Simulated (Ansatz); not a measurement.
Relaxed structures of BSiNH₄S, closed shell (PBE0-D4/def2-TZVP; forces vanish, vibrations not checked; lower isomers may exist, and structures with a doubtful reference or unclear bonds are left out; Å). Computed with Ansatz 0.2.0 (basis: def2-TZVPP); correlated methods freeze the cores.

Rank them by CCSD(T) energy, lowest first, and give each one's height above the lowest. Links in brackets join atoms within 1.22 times the sum of their covalent radii (1.1 for two metals). (An estimate is asked for; the value comes from the calculation.)
A.
BSiNH₄S ([NH2][B]1[Si][SH2]1)
```
8
angstrom
N -0.5260 1.4443 -0.1814
B -0.3148 0.1300 -0.6426
Si -0.3304 -1.4001 -1.7915
S 0.5063 -1.2380 0.2853
H -0.9838 2.1291 -0.7548
H -0.2479 1.7874 0.7191
H 1.7944 -1.1042 0.7697
H 0.0386 -1.6494 1.5196
```
B.
BSiNH₄S ([NH2][S][B][SiH2])
```
8
angstrom
N -1.1210 1.9996 -0.4709
B 0.2249 -0.2009 0.5728
Si 0.8202 -1.9103 0.4022
S -0.3495 1.3454 0.9334
H -1.1476 1.2859 -1.1923
H -0.5601 2.7756 -0.8089
H 2.2024 -2.2189 -0.0186
H -0.0694 -3.0764 0.5822
```
C.
BSiNH₄S ([SH2][B]1[N][SiH2]1)
```
8
angstrom
N -0.0766 -0.7233 -0.9647
B -0.2449 0.1498 0.0409
Si 0.6158 -1.4247 0.5066
S -1.1873 1.8231 -0.0949
H -1.0904 2.0597 -1.4265
H -0.1908 2.6699 0.2208
H 2.0924 -1.5692 0.6056
H -0.0326 -2.6183 1.1110
```
D.
BSiNH₄S ([NH2][B]1[SiH2][S]1)
```
8
angstrom
N -0.6149 1.5963 -0.2789
B -0.1988 0.2791 -0.2622
Si 0.6249 -1.2717 0.5384
S -0.2669 -1.1005 -1.4251
H -1.0814 2.0161 -1.0659
H -0.4755 2.2169 0.4986
H 2.0853 -1.5329 0.5367
H -0.0728 -2.2033 1.4584
```

By the calculation: D (0.000 eV), C (3.689 eV), B (3.902 eV), A (4.007 eV). Heights count from the lowest.

The T1 diagnostic stays at or below 0.020. The restricted Hartree–Fock reference is unstable towards an unrestricted one at one or more of these structures.

For scale, one of the runs: CCSD(T)/def2-TZVPP, 202 basis functions, launched by `ansatz run in.yaml --threads 2 --pin off --events-out ev --progress --plain --max-ram 4352MiB`. The run took 69 s on 2 CPU threads of an Arm Neoverse V2 (shared host), with 2.3 GiB of host memory at its peak.
